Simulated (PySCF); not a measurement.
Compound: C₆H₁₃P.
Atom-mapped SMILES: `[H]/[P:3]=[C:2](\[CH3:1])[C:4]([CH3:5])([CH3:6])[CH3:7]` (hydrogens: H8, H9, H10 on C1; H11 on P3; H12, H13, H14 on C5; H15, H16, H17 on C6; H18, H19, H20 on C7)

Cartesian coordinates in Å at the GFN2-xTB level; atoms count from 1:
```
atom  x, y, z in Å
C1     1.860    0.564   -0.714
C2     0.975    0.134    0.415
P3     1.530   -0.027    1.996
C4    -0.478   -0.143    0.087
C5    -1.202    1.203   -0.077
C6    -1.155   -0.920    1.217
C7    -0.603   -0.955   -1.208
H8     2.104   -0.292   -1.346
H9     1.369    1.308   -1.341
H10    2.794    0.986   -0.347
H11    2.850    0.376    1.741
H12   -2.259    1.036   -0.277
H13   -1.109    1.788    0.835
H14   -0.786    1.778   -0.901
H15   -2.196   -1.116    0.971
H16   -0.651   -1.872    1.380
H17   -1.121   -0.352    2.146
H18   -0.035   -1.880   -1.128
H19   -0.244   -0.397   -2.068
H20   -1.646   -1.210   -1.383
```

Computed, not measured: TDDFT CAM-B3LYP/def2-SVPD, vertical, gas phase, core orbitals frozen in the response in PySCF 2.14.0, density-fitted response routines.

Transition dipole moments from the ground state, in atomic units and in the frame of the coordinates above (overall signs are arbitrary), for the states with f of 0.002 or more among the lowest 7:

```csv
state,E (hartree),μx,μy,μz
S1,0.1752,-0.088,0.219,-0.040
S2,0.1932,0.579,-0.111,1.300
S3,0.2367,-0.010,0.131,-0.057
S4,0.2395,0.127,-0.356,-0.030
S5,0.2581,0.047,-0.239,-0.023
S6,0.2663,0.038,0.036,0.152
S7,0.2693,-0.514,-0.142,0.111
```

**Question.** Work out the oscillator strengths.

**Answer.** f = (2/3) ΔE |μ|² with ΔE in hartree (27.2114 eV).

| state | \|μ\|² (au) | \|μ\| (D) | f |
| --- | --- | --- | --- |
| S1 | 0.057 | 0.61 | 0.007 |
| S2 | 2.036 | 3.63 | 0.262 |
| S3 | 0.021 | 0.36 | 0.003 |
| S4 | 0.144 | 0.96 | 0.023 |
| S5 | 0.060 | 0.62 | 0.010 |
| S6 | 0.026 | 0.41 | 0.005 |
| S7 | 0.296 | 1.38 | 0.053 |

**Question.** Which bond between heavy atoms lies closest to the direction of the S2 transition dipole?

**Answer.** C2–P3, at 5° from it; next C4–C7 at 40°.

**Question.** What angle do the transition dipoles of S2 and S7 make?

**Answer.** |cos θ| = |μa·μb| / (|μa| |μb|) = 0.18, so θ ≈ 80° (taken between 0 and 90°, since the signs are arbitrary).

**Question.** What peak molar absorption coefficient would the strongest computed level give as a lone Gaussian band 0.5 eV wide at half height?

**Answer.** ε(max) = 2.175×10⁸ f / FWHM, with the width in cm⁻¹. S2: 2.175×10⁸ × 0.2622 / 4033 ≈ 14000 L mol⁻¹ cm⁻¹.
